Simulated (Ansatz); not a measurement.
Consider the redistribution: `CC[SiH](F)Br` + `[OH][Al]([F])[SiH3]` → `CC[SiH](F)[SiH3]` + `[OH][Al]([F])[Br]`.

Calculated with Ansatz (gas phase, PBE0-D4/def2-TZVP geometries, no zero-point term in ΔE). CCSD(T)/CBS adds triple-zeta CCSD(T) − MP2 to the extrapolated MP2 energy (def2 sets, frozen cores). Functionals use def2-TZVPP. For Br outer-core shells are correlated without core-valence functions, which leaves a few kJ/mol of doubt a bond. Scalar relativity is left out up to krypton. Each species was taken in one conformer, which may not be the lowest.

`CC[SiH](F)Br`:

Z-matrix (Å, degrees):
```
C
C 1 1.528
H 1 1.093 2 111.6
H 1 1.092 2 111.0 3 -119.8
H 1 1.092 2 111.4 3 120.3
Si 2 1.852 1 113.0 3 -59.6
H 2 1.096 1 111.0 3 61.2
H 2 1.095 1 111.1 3 179.0
Br 6 2.213 2 110.5 1 -178.5
F 6 1.596 2 109.5 1 -60.0
H 6 1.480 2 113.9 1 59.9
```

`[OH][Al]([F])[SiH3]`:

Z-matrix (Å, degrees):
```
Si
Al 1 2.432
H 1 1.488 2 110.4
H 1 1.487 2 111.4 3 -120.6
H 1 1.489 2 110.1 3 119.1
F 2 1.652 1 121.3 3 126.2
O 2 1.686 1 119.3 3 -54.0
H 7 0.956 2 125.3 1 -179.6
```

`CC[SiH](F)[SiH3]`:

Z-matrix (Å, degrees):
```
C
C 1 1.527
H 1 1.092 2 111.3
H 1 1.093 2 111.4 3 -120.1
H 1 1.093 2 111.3 3 119.8
Si 2 1.866 1 113.7 3 -60.0
H 2 1.096 1 110.6 3 62.3
H 2 1.097 1 110.7 3 179.4
Si 6 2.346 2 112.6 1 178.9
F 6 1.612 2 108.7 1 58.6
H 6 1.491 2 109.8 1 -57.5
H 9 1.488 6 110.7 2 -58.1
H 9 1.487 6 111.3 2 -179.3
H 9 1.490 6 109.0 2 61.0
```

`[OH][Al]([F])[Br]`:

Cartesian coordinates in Å:
```
O 1.299 0.237 0.015
Al -0.370 0.222 -0.133
F -1.101 1.532 -0.785
Br -1.629 -1.502 0.519
H 1.800 -0.489 0.384
```

(1) Is it downhill or uphill in electronic energy at CCSD(T)/CBS, and by how much? (Best estimate.)

(2) What do these levels give: PBE0-D4, ωB97X-V, ωB97M-V, B2PLYP, PBE, PBE0, HF/def2-TZVPP, MP2/def2-TZVPP, CCSD/def2-TZVPP, CCSD(T)/def2-TZVPP, HF/def2-QZVPP, SCS-MP2/def2-QZVPP? (Estimate.)

Largest T1 diagnostic among the species: 0.013.

Answers

(1) Ansatz gave: Downhill: ΔE = -30.2 kJ/mol.

(2) The calculation gave: PBE0-D4 -28.4, ωB97X-V -29.0, ωB97M-V -28.3, B2PLYP -29.7, PBE -24.4, PBE0 -27.3, HF/def2-TZVPP -36.4, MP2/def2-TZVPP -30.9, CCSD/def2-TZVPP -31.7, CCSD(T)/def2-TZVPP -30.8, HF/def2-QZVPP -36.6, SCS-MP2/def2-QZVPP -31.5 kJ/mol.

In def2-TZVPP, CCSD(T) changes the Hartree–Fock value by +5.6 kJ/mol (the triples alone add +0.8 kJ/mol) and MP2 by +5.5 kJ/mol.
